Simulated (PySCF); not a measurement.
Method: ωB97X-D3(BJ)/def2-TZVP // B3LYP-D3(BJ)/def2-SVP (PySCF). Gas-phase values, no solvent. One relaxed conformer stands for a flexible species; it need not be the lowest. Delta-SCF ions had no search for a lower state. Excitations are Tamm–Dancoff values on a coarser integration grid. The basis has no diffuse functions, so Rydberg states are missing or too high.

Reference species (SMILES): `C(c1ccc(cc1)[SiH3])(=C)S` (C–C–S–H torsion -11°, S–C–C–C torsion -38°) (neutral, multiplicity 1).

| Item | Value |
|---|---|
| vertical ionisation energy (Delta-SCF) | 8.40 eV |
| S1 excitation (TDA) | 5.18 eV |
| S1 oscillator strength | 0.016 |

After one change: the vertical ionisation energy (Delta-SCF) rises by 0.13 eV; the S1 excitation (TDA) rises by 0.09 eV; the S1 oscillator strength hardly moves.

What was changed between the two runs? The new species is one of these.
A. `C=Cc1ccc([SiH3])c(S)c1` (C–C–C–C torsion 1°, C–C–S–H torsion -147°)
B. `C=Cc1ccc(S)c([SiH3])c1` (C–C–C–C torsion 0°, C–C–S–H torsion -24°)
C. `C=C([SiH3])c1ccccc1S` (Si–C–C–C torsion -98°, C–C–S–H torsion 22°)
D. `C=C(S)c1ccccc1[SiH3]` (C–C–S–H torsion 8°, S–C–C–C torsion 60°)

D, `C=C(S)c1ccccc1[SiH3]` (C–C–S–H torsion 8°, S–C–C–C torsion 60°)
